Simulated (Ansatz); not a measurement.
CH$_{9}$ClN$_{2}$Si$_{2}$ (`N[SiH2]C[SiH](N)Cl`). The species carries charge 0 and has multiplicity 1.

Z-matrix (Å, degrees):
```
Si
C 1 1.875
N 1 1.735 2 110.6
H 1 1.488 2 110.6 3 -116.5
H 1 1.490 2 108.1 3 124.9
Si 2 1.852 1 113.9 3 -26.4
H 2 1.094 1 108.6 3 -148.5
H 2 1.095 1 109.7 3 93.8
H 3 1.009 1 116.9 2 -147.6
H 3 1.011 1 117.3 2 78.9
N 6 1.699 2 109.4 1 69.2
Cl 6 2.096 2 105.8 1 -53.8
H 6 1.481 2 115.1 1 -168.4
H 11 1.007 6 120.9 2 168.5
H 11 1.011 6 116.9 2 -48.1
```

Problem. Give the diagnostics of a CCSD(T)/def2-TZVPP run (frozen core, the Gaussian-basis code of Ansatz). (Estimate.)

Solution. Computed: T1 = 0.0101, largest single amplitude 0.010, largest double 0.013, (T) share of the correlation energy 3.8 %, 8 CCSD cycles. The RHF solution is stable towards an unrestricted one. T1 lies under the customary mark of 0.02 for closed shells.
